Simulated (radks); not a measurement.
Spherical quantum dot in the effective-mass picture: electrons in a parabolic well V = omega^2 r^2 / 2 with omega = 0.0861, all in effective atomic units (hartree* = m*/eps^2 hartree, bohr* = eps/m* bohr), one dielectric constant everywhere. Method: non-relativistic Kohn-Sham, LDA (Slater exchange, Perdew-Wang correlation), spin-polarised, spherical densities; computed with a radial shooting solver with Libxc functionals. Levels are named by radial order and angular momentum (1s, 1p, 1d, 2s, ...), and open shells are averaged over m.

N = 11, configuration 1s2 1p6 1d(up 3, down 0). This is the lowest configuration that the search found (a dilute case). Occupied and some empty levels:

level    occupation  eigenvalue (hartree*)  <r> (bohr*)
1s up             1                 1.3256        7.479
1s down           1                 1.3337        7.236
1p up             3                 1.3485        8.525
1p down           3                 1.3583        8.462
1d up             3                 1.3800        9.278
1d down           0                 1.3903        9.293
2s up             0                 1.4038        7.231
2s down           0                 1.4083        7.344
1f up             0                 1.4181        9.896
1f down           0                 1.4283        9.949
2p up             0                 1.4486        8.381
2p down           0                 1.4541        8.387

Energy (hartree*): total 8.87521, kinetic 0.51827, external 3.1721, Hartree 6.4130, exchange-correlation -1.2282.

Electron density:

r (bohr*)  n(r) (e/bohr*^3)
0.796             0.0008675
1.68              0.0009907
2.57               0.001192
3.46               0.001453
4.34               0.001745
5.23               0.002028
6.12               0.002244
7.00               0.002330
7.89               0.002228
8.78               0.001923
9.66               0.001467
10.6              0.0009703
11.4              0.0005510
12.3              0.0002632
13.2              0.0001058
14.1             0.00003635
15.0             0.00001042
15.9              2.539e-06
16.8              5.357e-07
17.6              9.455e-08
